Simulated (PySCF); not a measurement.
C7H11N3.
Structure used (GFN2-xTB), in Å, numbered top down from 1:
```
atom  x, y, z in Å
C1     2.0437   -0.8531    1.4638
C2     1.7606   -0.7045   -0.0325
C3     1.1221    0.6011   -0.3326
N4     1.7359    1.6747   -0.7375
N5     0.8305    2.6594   -0.8674
C6    -0.3267    2.1770   -0.5414
N7    -0.2188    0.8624   -0.1895
C8    -1.2533   -0.0202    0.2213
C9    -2.5621    0.0019   -0.5099
C10   -1.6374   -1.1653   -0.6722
H11    1.1221   -0.8199    2.0412
H12    2.5351   -1.8034    1.6563
H13    2.6931   -0.0496    1.8014
H14    1.1132   -1.5179   -0.3682
H15    2.6997   -0.7463   -0.5845
H16   -1.2490    2.7201   -0.5358
H17   -1.2744   -0.1875    1.2944
H18   -3.4677   -0.1219    0.0633
H19   -2.6605    0.6793   -1.3445
H20   -1.1208   -1.2632   -1.6150
H21   -1.8942   -2.1062   -0.2111
```

Computed at PBE0/pcSseg-1 (PySCF, non-relativistic), with Q(14N) = 0.02044 b: N4, 14N (I = 1): χzz = -5.018 MHz, η = 0.275; N5, 14N (I = 1): χzz = -5.215 MHz, η = 0.187; N7, 14N (I = 1): χzz = -2.993 MHz, η = 0.300.

(1) Where would the pure quadrupole (NQR) lines of 14N at N4 fall for the rigid, isolated species?

(2) Where would the pure quadrupole (NQR) lines of 14N at N5 fall for the rigid, isolated species?

(3) Find the zero-field quadrupole resonance frequencies of 14N at N7.

Answers

(1) From ν± = (3/4)|χ|(1 ± η/3) and ν0 = |χ|η/2: ν+ 4.108 MHz, ν− 3.419 MHz, ν0 0.689 MHz (pyridine-type nitrogen).

(2) From ν± = (3/4)|χ|(1 ± η/3) and ν0 = |χ|η/2: ν+ 4.155 MHz, ν− 3.668 MHz, ν0 0.487 MHz (pyridine-type nitrogen).

(3) From ν± = (3/4)|χ|(1 ± η/3) and ν0 = |χ|η/2: ν+ 2.470 MHz, ν− 2.020 MHz, ν0 0.449 MHz (pyrrole-type nitrogen).

In a crystal, neighbours and librations shift these lines. GFN2-xTB bond lengths can be off by several hundredths of an ångström, more for odd bonds, and the gradients follow them. The small basis limits the accuracy of the gradients.

The run behind these numbers computed NMR shieldings as well. The run took 55 s wall (grids of density and orbitals included) on Arm Neoverse V1, one thread, shared host with 32 logical CPUs at a one-minute load of 13, and the process peaked at 0.92 GiB of memory.

One conformer stands for the species.
